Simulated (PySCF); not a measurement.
PbI4: one-bond stretch

All numbers come from PBE0/[Pb def2-SVP with ECP60, I def2-SVP with ECP28], scalar-relativistic core potentials, density fitting, no spin–orbit coupling, PySCF.

Rigid scan from the singlet minimum (Pb–I 2.773 Å (×4); I–Pb–I 109.5° (×6)). Coordinate: the bond from Pb to the last atom (I) scaled, the rest fixed. Energies in kJ/mol from the minimum.

(1) Predict the curve at 0.92, 0.96, 1.00, 1.05, 1.12, 1.20, 1.35, 1.55, 1.80, 2.20.

## Answers

(1) 
```
scale of one bond  E (kJ/mol)  dipole size (D)
             0.92        27.4             1.00
             0.96         5.9             0.49
             1.00         0.0             0.00
             1.05         6.5             0.57
             1.12        29.7             1.29
             1.20        64.2             1.96
             1.35       126.6             2.81
             1.55       185.8                –
             1.80       226.4                –
             2.20       252.6                –
```

At long bonds a restricted determinant can lie too high, and another spin state can fall below this curve.

No spin–orbit coupling is included, which matters more the heavier the element.

Other isomers or separated fragments may lie lower.
